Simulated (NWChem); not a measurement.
Species: C5H14O2Si; SMILES CCO[SiH](C)OCC

```xyz
22

Si    -0.9336    -0.0760     0.3887
C     -2.3798     0.1536    -0.7587
O     -0.0182     1.3062     0.5385
C      0.5338     2.0383    -0.5300
C      1.4295     3.1283     0.0120
O     -0.0379    -1.3256    -0.2489
C      1.0745    -1.9172     0.3808
C      1.4777    -3.1664    -0.3683
H     -1.3282    -0.3939     1.7899
H     -2.0396     0.3342    -1.7901
H     -3.0004     1.0063    -0.4430
H     -3.0106    -0.7484    -0.7676
H      1.1109     1.3718    -1.1994
H     -0.2713     2.4855    -1.1452
H      0.8592     3.8039     0.6668
H      1.8649     3.7205    -0.8073
H      2.2496     2.6949     0.6038
H      1.9192    -1.2031     0.4121
H      0.8349    -2.1674     1.4330
H      1.7315    -2.9247    -1.4113
H      2.3530    -3.6390     0.1029
H      0.6519    -3.8934    -0.3795
```
Atoms are numbered in this order, from 1.

Program: NWChem. Pople sets run with spherical d functions. Geometry: optimised at PBE0/def2-SVP. Not confirmed as a minimum by frequencies. Absolute isotropic GIAO shieldings of the H sites, static isolated molecule, three-fold rotors averaged.

```
row               σ, B3LYP/6-31G* (ppm)  σ, LDA (Slater exchange, VWN5)/pcSseg-1 (ppm)
----------------  ---------------------  ---------------------------------------------
H9                                27.03                                          25.65
H18                               28.03                                          26.66
H13                               28.05                                          26.75
H19                               28.17                                          26.91
H14                               28.26                                          26.96
H15 (rotor mean)                  30.85                                          29.59
H20 (rotor mean)                  30.86                                          29.57
H10 (rotor mean)                  32.00                                       withheld
```

Q: Fit a straight line of the last column on the one before it, predict the withheld value, and compare with the run.

A: 
1. Means of the 7 shown rows: x = 28.750, y = 27.441. Slope Σ(x − x̄)(y − ȳ)/Σ(x − x̄)² = 13.68/13.41 = 1.020; intercept -1.884.
2. The shown rows scatter about the line by 0.035 (root mean square); the largest residual is +0.06, at H19.
3. At x = 32.00 (H10 (rotor mean); beyond the shown range) the line gives 30.76.
4. The run gives 30.66, -0.10 from the line, 2.8 times the scatter.
